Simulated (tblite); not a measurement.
Record of a relaxation.

Compound: C6H8FO (doublet state).
Atom-mapped SMILES: `[O:1]=[C:2]1[CH:3][CH2:4][CH2:5][C@@H:6]([F:7])[CH2:8]1` (hydrogens: H9 on C3; H10, H11 on C4; H12, H13 on C5; H14 on C6; H15, H16 on C8)
Bond orders are those of one Lewis drawing.

Computed with GFN2-xTB (tblite), gas phase: L-BFGS steps from a force-field or distance-geometry start until the largest atomic force falls under 0.01 eV/Å. 11 of its 80 geometries are shown.

Step 0: E = -697.6647 eV, largest atomic force 2.611 eV/Å
```
atom  x, y, z in Å  |  force x, y, z in eV/Å
O1      0.468    2.150    1.429   -0.596  -0.203  -0.696
C2      0.297    1.404    0.472    0.530   1.236   0.125
C3     -0.970    1.325   -0.289    0.305  -0.770   2.476
C4     -1.448   -0.103   -0.149    0.642  -0.031  -0.789
C5     -0.354   -1.107   -0.539    0.052  -0.267  -1.270
C6      0.881   -0.939    0.317   -0.120   0.459   0.340
F7      1.848   -1.876    0.047   -0.109  -0.074  -0.057
C8      1.396    0.478    0.011   -0.837  -0.495  -1.233
H9     -1.719    2.054    0.026    0.198   0.038  -0.498
H10    -2.267   -0.267   -0.846   -0.455  -0.030   0.412
H11    -1.695   -0.310    0.913   -0.397   0.223  -0.533
H12    -0.023   -0.883   -1.585   -0.441  -0.372   0.521
H13    -0.760   -2.132   -0.536    0.234   0.299   0.208
H14     0.605   -1.036    1.377    0.312  -0.116   0.044
H15     1.370    0.556   -1.114    0.733   0.061   0.976
H16     2.361    0.693    0.456   -0.052   0.042  -0.029
```

Step 8: E = -698.2396 eV, largest atomic force 0.511 eV/Å
```
atom  x, y, z in Å  |  force x, y, z in eV/Å
O1      0.542    2.327    1.384    0.048  -0.196  -0.470
C2      0.319    1.472    0.535    0.264   0.117  -0.360
C3     -0.981    1.249   -0.036    0.060  -0.028   0.170
C4     -1.464   -0.141   -0.196   -0.003  -0.030   0.112
C5     -0.367   -1.139   -0.597   -0.047   0.059   0.177
C6      0.859   -0.907    0.292   -0.037  -0.048  -0.094
F7      1.819   -1.864    0.018    0.026   0.087  -0.143
C8      1.385    0.499    0.002    0.053  -0.106   0.216
H9     -1.694    2.060   -0.027   -0.027  -0.072   0.088
H10    -2.355   -0.225   -0.825    0.203   0.110  -0.174
H11    -1.812   -0.395    0.820   -0.030  -0.245  -0.039
H12    -0.064   -0.985   -1.641   -0.132  -0.034   0.180
H13    -0.728   -2.166   -0.495    0.033   0.109   0.023
H14     0.644   -1.037    1.365   -0.113   0.060  -0.161
H15     1.538    0.581   -1.086   -0.207   0.222   0.299
H16     2.351    0.679    0.474   -0.092  -0.006   0.175
```

Step 16: E = -698.4073 eV, largest atomic force 0.274 eV/Å
```
atom  x, y, z in Å  |  force x, y, z in eV/Å
O1      0.648    2.506    1.130   -0.063   0.061  -0.159
C2      0.350    1.501    0.493    0.086   0.111   0.060
C3     -0.984    1.192    0.104    0.019   0.070  -0.036
C4     -1.472   -0.171   -0.164   -0.097   0.003  -0.045
C5     -0.384   -1.155   -0.584   -0.057   0.011  -0.003
C6      0.858   -0.909    0.262   -0.014  -0.019  -0.087
F7      1.818   -1.840   -0.081    0.062  -0.037   0.094
C8      1.399    0.497    0.049   -0.025  -0.044   0.089
H9     -1.681    2.010    0.056   -0.171   0.049   0.208
H10    -2.278   -0.134   -0.896   -0.079  -0.039  -0.153
H11    -1.937   -0.558    0.753   -0.030   0.092   0.110
H12    -0.149   -1.023   -1.644    0.073  -0.038   0.113
H13    -0.727   -2.179   -0.424    0.030   0.022  -0.127
H14     0.620   -1.062    1.329    0.176  -0.080  -0.150
H15     1.596    0.690   -1.014    0.076  -0.181   0.167
H16     2.317    0.645    0.620    0.016   0.019  -0.083
```

Step 24: E = -698.4920 eV, largest atomic force 0.267 eV/Å
```
atom  x, y, z in Å  |  force x, y, z in eV/Å
O1      0.658    2.646    0.863   -0.022  -0.191  -0.135
C2      0.342    1.539    0.419    0.142   0.103   0.201
C3     -1.010    1.190    0.165    0.094   0.035  -0.095
C4     -1.482   -0.163   -0.171   -0.027  -0.055  -0.013
C5     -0.388   -1.152   -0.572    0.005   0.001  -0.026
C6      0.868   -0.937    0.268   -0.048   0.042  -0.009
F7      1.843   -1.837   -0.133   -0.061   0.065  -0.013
C8      1.395    0.484    0.103   -0.005  -0.044  -0.068
H9     -1.750    1.967    0.295    0.010  -0.030   0.059
H10    -2.231   -0.110   -0.967   -0.060   0.031   0.032
H11    -2.018   -0.530    0.715   -0.036  -0.101   0.018
H12    -0.144   -1.013   -1.628    0.102   0.027   0.068
H13    -0.741   -2.180   -0.453    0.017   0.066   0.014
H14     0.678   -1.166    1.326   -0.018   0.037  -0.023
H15     1.673    0.643   -0.944    0.058  -0.079  -0.028
H16     2.297    0.628    0.702   -0.151   0.094   0.020
```

Step 32: E = -698.5070 eV, largest atomic force 0.068 eV/Å
```
atom  x, y, z in Å  |  force x, y, z in eV/Å
O1      0.675    2.665    0.772   -0.032  -0.024  -0.028
C2      0.345    1.542    0.390    0.056   0.020   0.034
C3     -1.011    1.181    0.186    0.001   0.016  -0.020
C4     -1.489   -0.164   -0.171   -0.022  -0.040   0.015
C5     -0.390   -1.145   -0.572    0.016   0.008   0.003
C6      0.862   -0.935    0.270   -0.004  -0.012   0.005
F7      1.832   -1.828   -0.154   -0.015  -0.011   0.035
C8      1.393    0.480    0.105    0.035  -0.030  -0.002
H9     -1.752    1.942    0.376   -0.031   0.032   0.015
H10    -2.235   -0.089   -0.970    0.000   0.009   0.006
H11    -2.042   -0.553    0.696    0.004  -0.039   0.023
H12    -0.114   -0.998   -1.618   -0.024   0.010  -0.024
H13    -0.741   -2.173   -0.457    0.015   0.017  -0.041
H14     0.681   -1.176    1.326   -0.020   0.029   0.010
H15     1.717    0.609   -0.932    0.036   0.007  -0.025
H16     2.261    0.649    0.743   -0.013   0.008  -0.006
```

Step 40: E = -698.5120 eV, largest atomic force 0.066 eV/Å
```
atom  x, y, z in Å  |  force x, y, z in eV/Å
O1      0.672    2.671    0.730    0.020  -0.026  -0.039
C2      0.347    1.540    0.368    0.035   0.039   0.039
C3     -1.013    1.173    0.199   -0.003  -0.013   0.003
C4     -1.492   -0.171   -0.158   -0.020  -0.059  -0.023
C5     -0.388   -1.135   -0.584    0.016  -0.031  -0.019
C6      0.857   -0.932    0.271   -0.006   0.009  -0.005
F7      1.818   -1.849   -0.118    0.003   0.029   0.008
C8      1.401    0.477    0.097    0.020  -0.003   0.019
H9     -1.750    1.934    0.408   -0.008   0.004   0.002
H10    -2.242   -0.088   -0.952   -0.032   0.002  -0.010
H11    -2.036   -0.586    0.702    0.013   0.027   0.045
H12    -0.122   -0.965   -1.629    0.043   0.044  -0.012
H13    -0.728   -2.167   -0.497   -0.014  -0.022   0.009
H14     0.656   -1.149    1.329   -0.037   0.011  -0.018
H15     1.758    0.599   -0.930   -0.038   0.003  -0.013
H16     2.254    0.655    0.754    0.008  -0.014   0.015
```

Step 47: E = -698.5156 eV, largest atomic force 0.053 eV/Å
```
atom  x, y, z in Å  |  force x, y, z in eV/Å
O1      0.677    2.674    0.700    0.002  -0.015  -0.016
C2      0.352    1.537    0.360   -0.012   0.051   0.010
C3     -1.010    1.165    0.202   -0.007   0.018  -0.004
C4     -1.493   -0.180   -0.154    0.012  -0.005   0.002
C5     -0.385   -1.129   -0.601    0.015  -0.003  -0.004
C6      0.848   -0.930    0.273    0.008   0.013   0.006
F7      1.812   -1.856   -0.079   -0.008  -0.014  -0.001
C8      1.406    0.473    0.096   -0.016   0.022  -0.002
H9     -1.748    1.922    0.422    0.006   0.012  -0.009
H10    -2.262   -0.101   -0.930    0.006   0.008   0.013
H11    -2.014   -0.590    0.724    0.017  -0.029   0.005
H12    -0.111   -0.924   -1.638    0.009  -0.007   0.007
H13    -0.717   -2.167   -0.539   -0.005   0.007  -0.011
H14     0.616   -1.125    1.329   -0.002  -0.029  -0.002
H15     1.763    0.594   -0.932   -0.017  -0.016   0.008
H16     2.257    0.647    0.756   -0.008  -0.014   0.000
```

Step 55: E = -698.5168 eV, largest atomic force 0.016 eV/Å
```
atom  x, y, z in Å  |  force x, y, z in eV/Å
O1      0.680    2.681    0.684    0.000  -0.006  -0.008
C2      0.351    1.541    0.357   -0.005   0.006   0.008
C3     -1.010    1.167    0.203   -0.002  -0.003  -0.001
C4     -1.489   -0.181   -0.149   -0.002   0.000  -0.003
C5     -0.382   -1.126   -0.608    0.004   0.003   0.003
C6      0.843   -0.931    0.277    0.011  -0.001   0.003
F7      1.810   -1.858   -0.069    0.010  -0.008  -0.010
C8      1.401    0.472    0.099   -0.001   0.003  -0.002
H9     -1.749    1.926    0.420    0.005  -0.008  -0.013
H10    -2.267   -0.103   -0.917   -0.010  -0.001  -0.001
H11    -1.994   -0.603    0.732    0.000   0.005   0.009
H12    -0.101   -0.912   -1.641   -0.009   0.004   0.009
H13    -0.715   -2.164   -0.557   -0.004   0.010  -0.006
H14     0.603   -1.131    1.329   -0.001  -0.005   0.003
H15     1.756    0.587   -0.930    0.007  -0.002   0.006
H16     2.254    0.643    0.758   -0.003   0.003   0.006
```

Step 63: E = -698.5173 eV, largest atomic force 0.042 eV/Å
```
atom  x, y, z in Å  |  force x, y, z in eV/Å
O1      0.681    2.685    0.661    0.004   0.032   0.013
C2      0.351    1.541    0.352   -0.028  -0.026  -0.017
C3     -1.012    1.166    0.203   -0.007   0.004  -0.005
C4     -1.491   -0.184   -0.142    0.020   0.031  -0.004
C5     -0.381   -1.122   -0.608   -0.015  -0.006  -0.025
C6      0.845   -0.934    0.277   -0.010   0.002  -0.005
F7      1.811   -1.859   -0.076    0.007  -0.007  -0.012
C8      1.402    0.469    0.107   -0.021  -0.003  -0.017
H9     -1.751    1.928    0.406    0.012   0.002   0.001
H10    -2.274   -0.107   -0.905   -0.004  -0.012   0.012
H11    -1.988   -0.606    0.744    0.001   0.002   0.001
H12    -0.103   -0.895   -1.639    0.000   0.002   0.005
H13    -0.717   -2.159   -0.571    0.013  -0.015   0.008
H14     0.604   -1.144    1.327    0.005   0.007   0.010
H15     1.766    0.585   -0.920    0.008  -0.003   0.026
H16     2.248    0.645    0.773    0.013  -0.008   0.008
```

Step 71: E = -698.5180 eV, largest atomic force 0.021 eV/Å
```
atom  x, y, z in Å  |  force x, y, z in eV/Å
O1      0.679    2.688    0.645    0.001   0.009   0.005
C2      0.349    1.541    0.345   -0.010  -0.012  -0.007
C3     -1.014    1.169    0.192    0.001  -0.001   0.006
C4     -1.492   -0.186   -0.134    0.008   0.019  -0.003
C5     -0.383   -1.119   -0.610   -0.009   0.003  -0.014
C6      0.844   -0.938    0.274   -0.005   0.010  -0.005
F7      1.810   -1.858   -0.095    0.001  -0.001   0.010
C8      1.401    0.467    0.117    0.001   0.005  -0.013
H9     -1.749    1.938    0.381    0.000  -0.012   0.000
H10    -2.289   -0.121   -0.884    0.000  -0.007   0.001
H11    -1.972   -0.604    0.763    0.010   0.004   0.006
H12    -0.107   -0.877   -1.639   -0.002  -0.015  -0.004
H13    -0.713   -2.158   -0.584   -0.007   0.003   0.003
H14     0.609   -1.157    1.324    0.001  -0.011  -0.003
H15     1.783    0.584   -0.902    0.003   0.001   0.000
H16     2.237    0.639    0.795    0.007   0.003   0.017
```

Step 79: E = -698.5183 eV, largest atomic force 0.006 eV/Å
```
atom  x, y, z in Å  |  force x, y, z in eV/Å
O1      0.679    2.691    0.639    0.000  -0.003  -0.002
C2      0.348    1.543    0.340    0.000  -0.002   0.002
C3     -1.014    1.172    0.184   -0.001   0.000   0.001
C4     -1.492   -0.185   -0.132    0.001   0.000  -0.002
C5     -0.385   -1.117   -0.614    0.000  -0.003   0.004
C6      0.843   -0.939    0.269    0.001   0.001  -0.001
F7      1.810   -1.856   -0.102    0.000   0.003   0.002
C8      1.401    0.467    0.122    0.001   0.001   0.000
H9     -1.750    1.940    0.371   -0.001   0.003   0.000
H10    -2.297   -0.129   -0.872   -0.001   0.003   0.001
H11    -1.957   -0.601    0.774    0.003   0.001  -0.004
H12    -0.111   -0.877   -1.644   -0.003  -0.001   0.005
H13    -0.717   -2.156   -0.586    0.000  -0.004  -0.003
H14     0.607   -1.165    1.318   -0.001   0.000  -0.003
H15     1.796    0.586   -0.892    0.001   0.001  -0.001
H16     2.229    0.638    0.811   -0.002   0.000   0.001
```

Problem. Summarise the path.

Solution. The energy falls by 0.8536 eV from step 0 to step 79; nine tenths of that is first reached at step 19. It falls at every step. The largest force goes from 2.611 to 0.006 eV/Å. Among the bonds C2–C3 changes most, from 1.480 to 1.420 Å; the atoms move by 0.357 Å rms after alignment.

Problem. Follow the three bonds and two angles with the largest change from start to end.

Solution. 
| step | E above end (eV) | largest force (eV/Å) | C2–C3 (Å) | C3–C4 (Å) | C8–H15 (Å) | C2–C3–C4 (°) | H10–C4–H11 (°) |
| --- | --- | --- | --- | --- | --- | --- | --- |
| 0 | 0.8536 | 2.611 | 1.480 | 1.512 | 1.129 | 105.9 | 114.7 |
| 3 | 0.4690 | 0.936 | 1.429 | 1.477 | 1.081 | 113.4 | 108.4 |
| 7 | 0.3081 | 0.645 | 1.434 | 1.478 | 1.107 | 118.2 | 104.9 |
| 10 | 0.2160 | 0.514 | 1.438 | 1.485 | 1.087 | 120.8 | 105.4 |
| 14 | 0.1359 | 0.401 | 1.431 | 1.478 | 1.095 | 123.5 | 105.6 |
| 17 | 0.1001 | 0.235 | 1.422 | 1.473 | 1.098 | 124.5 | 105.3 |
| 21 | 0.0518 | 0.337 | 1.423 | 1.476 | 1.093 | 125.3 | 107.1 |
| 24 | 0.0263 | 0.267 | 1.419 | 1.471 | 1.095 | 124.9 | 105.5 |
| 27 | 0.0170 | 0.166 | 1.423 | 1.476 | 1.095 | 125.0 | 104.9 |
| 31 | 0.0119 | 0.065 | 1.418 | 1.471 | 1.094 | 125.4 | 104.7 |
| 34 | 0.0100 | 0.066 | 1.419 | 1.473 | 1.094 | 125.2 | 105.3 |
| 38 | 0.0076 | 0.062 | 1.420 | 1.472 | 1.095 | 125.2 | 105.2 |
| 41 | 0.0056 | 0.062 | 1.419 | 1.471 | 1.094 | 125.4 | 104.8 |
| 45 | 0.0031 | 0.054 | 1.421 | 1.474 | 1.094 | 125.6 | 105.1 |
| 48 | 0.0024 | 0.065 | 1.420 | 1.472 | 1.094 | 125.5 | 105.0 |
| 52 | 0.0017 | 0.025 | 1.421 | 1.473 | 1.095 | 125.4 | 105.2 |
| 55 | 0.0015 | 0.016 | 1.420 | 1.473 | 1.094 | 125.3 | 105.2 |
| 58 | 0.0014 | 0.023 | 1.420 | 1.473 | 1.094 | 125.3 | 105.2 |
| 62 | 0.0011 | 0.038 | 1.421 | 1.473 | 1.095 | 125.3 | 105.3 |
| 65 | 0.0007 | 0.022 | 1.420 | 1.473 | 1.095 | 125.2 | 105.3 |
| 69 | 0.0004 | 0.018 | 1.420 | 1.473 | 1.094 | 125.1 | 105.2 |
| 72 | 0.0002 | 0.026 | 1.421 | 1.474 | 1.095 | 125.2 | 105.3 |
| 76 | 0.0001 | 0.015 | 1.420 | 1.473 | 1.094 | 125.2 | 105.3 |
| 79 | 0.0000 | 0.006 | 1.420 | 1.473 | 1.094 | 125.1 | 105.3 |

What follows is the cost of the whole relaxation. Hardware: one thread of an Arm Neoverse V2, shared host. Cost: 0.35 s of wall time.
